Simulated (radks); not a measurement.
The numbers below are computed, except where a source is named.
Mean orbital radii <r> (bohr) of neutral lutetium, [Xe] 4f14 5d1 6s2, at several levels of relativity; Dirac values are averaged over j with weights 2j + 1. Spin-unpolarised spherical Kohn-Sham, PBE, point nucleus unless stated (finite: rms radius 5.37 fm), a radial shooting solver on a logarithmic mesh with Libxc functionals. A level marked "c x" has the speed of light scaled by that factor and shares open shells by 2j + 1; other Dirac levels either fill j = l - 1/2 first or share by 2j + 1.

| shell | non-rel. | Dirac, low j first | Dirac, c x 0.75 | Dirac, c x 10 | change of magnitude, last against first (%) |
|---|---|---|---|---|---|
| 2p | 0.07649 | 0.07248 | 0.06910 | 0.07645 | -0.05 |
| 3s | 0.2305 | 0.2121 | 0.1958 | 0.2303 | -0.07 |
| 3p | 0.2204 | 0.2115 | 0.2040 | 0.2203 | -0.04 |
| 3d | 0.1939 | 0.1925 | 0.1917 | 0.1939 | -0.01 |
| 4s | 0.5174 | 0.4778 | 0.4434 | 0.5170 | -0.07 |
| 4p | 0.5267 | 0.5067 | 0.4904 | 0.5265 | -0.04 |
| 4d | 0.5500 | 0.5478 | 0.5469 | 0.5500 | 0.00 |
| 5s | 1.281 | 1.172 | 1.076 | 1.280 | -0.08 |
| 5p | 1.446 | 1.393 | 1.346 | 1.446 | -0.04 |
| 4f | 0.6931 | 0.7259 | 0.7616 | 0.6934 | +0.04 |
| 6s | 3.968 | 3.656 | 3.327 | 3.965 | -0.07 |
| 5d | 2.667 | 2.964 | 3.241 | 2.669 | +0.08 |
